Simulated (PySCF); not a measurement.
C7H7O, SMILES COc1cc[c]cc1, multiplicity 2.

Geometry optimised at B3LYP-D3(BJ)/def2-SVP. The isomer is the one that the SMILES or the coordinates give; other isomers of the formula were not compared. One conformer was computed; it need not be the lowest.

Method: TDA-ωB97X/def2-SVPD in PySCF.

Vertical excitations. Gas-phase values at a fixed geometry.

Computed lowest excited states:
```
state   energy (eV)  λ (nm)      f                                                                                                              main pairs
------  -----------  ------  -----  ----------------------------------------------------------------------------------------------------------------------
root 1         2.65     468  0.002                                                                                                        β HOMO→LUMO 86 %
root 2         3.92     316  0.000                                                                                                      β HOMO−1→LUMO 99 %
root 3         4.09     303  0.000  α HOMO→LUMO 16 %, α HOMO−2→LUMO 15 %, α HOMO→LUMO+1 13 %, β HOMO→LUMO+1 20 %, β HOMO−1→LUMO+1 15 %, β HOMO→LUMO+2 14 %
root 4         4.27     290  0.001    α HOMO→LUMO 21 %, α HOMO→LUMO+1 10 %, α HOMO−2→LUMO 7 %, β HOMO→LUMO+1 38 %, β HOMO→LUMO+2 10 %, β HOMO−1→LUMO+1 8 %
root 5         4.84     256  0.000                                        α HOMO→LUMO+1 25 %, α HOMO−2→LUMO 25 %, β HOMO−1→LUMO+1 26 %, β HOMO→LUMO+2 23 %
root 6         5.17     240  0.000                                                                                                      α HOMO−1→LUMO 98 %
```
Unrestricted roots are not spin-pure.
